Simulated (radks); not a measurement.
Isoelectronic series with 55 electrons, each ion in its NIST ground configuration. Method: Dirac Kohn-Sham, PBE, spin-unpolarised, spherical densities, finite nucleus; open shells are shared between the two j in proportion to 2j + 1; Fermi nuclear charge, rms radius of each element as measured or else 0.836 A^(1/3) + 0.57 fm; computed with a radial shooting solver on a logarithmic mesh with Libxc functionals. Total energies (hartree) and orbital eigenvalues (Ry) (* marks an orbital that is empty in some or all of the ions):

ion,configuration,E (hartree),4f7/2,4f5/2,5p3/2*,5p1/2*
Nd5+,[Kr] 4d10 4f2 5s2 5p5,-9623.8932,-4.77699,-4.81590,-5.51347,-5.80755
Pm6+,[Kr] 4d10 4f3 5s2 5p4,-10017.8339,-6.07608,-6.12110,-6.66417,-6.99890
Sm7+,[Kr] 4d10 4f4 5s2 5p3,-10421.2296,-7.44843,-7.50002,-7.87828,-8.25727
Eu8+,[Kr] 4d10 4f5 5s2 5p2,-10834.2201,-8.89324,-8.95192,-9.15400,-9.58114
Gd9+,[Kr] 4d10 4f5 5s2 5p2,-11256.9150,-10.92849,-10.99818,-10.69052,-11.18508
Tb10+,[Kr] 4d10 4f6 5s2 5p1,-11689.3244,-12.54079,-12.61887,-12.10135,-12.65329
Dy11+,[Kr] 4d10 4f7 5s2,-12131.5429,-14.22362,-14.31072,-13.57151,-14.18537
Ho12+,[Kr] 4d10 4f7 5s2,-12583.3931,-16.60086,-16.70165,-15.35121,-16.05022
Er13+,[Kr] 4d10 4f7 5s2,-13044.9226,-19.12487,-19.24057,-17.22310,-18.01487
Tm14+,[Kr] 4d10 4f9,-13515.4587,-20.55285,-20.67605,-18.73419,-19.58992
Yb15+,[Kr] 4d10 4f9,-13997.1265,-23.26336,-23.40340,-20.75383,-21.71565
Lu16+,[Kr] 4d10 4f9,-14488.7990,-26.11531,-26.27358,-22.86379,-23.94049
Hf17+,[Kr] 4d10 4f9,-14990.6067,-29.10647,-29.28444,-25.06328,-26.26410

4f7/2 drops below 5p3/2 between Eu8+ and Gd9+. 4f7/2 drops below 5p1/2 between Tb10+ and Dy11+. 4f5/2 drops below 5p3/2 between Eu8+ and Gd9+. 4f5/2 drops below 5p1/2 between Tb10+ and Dy11+.
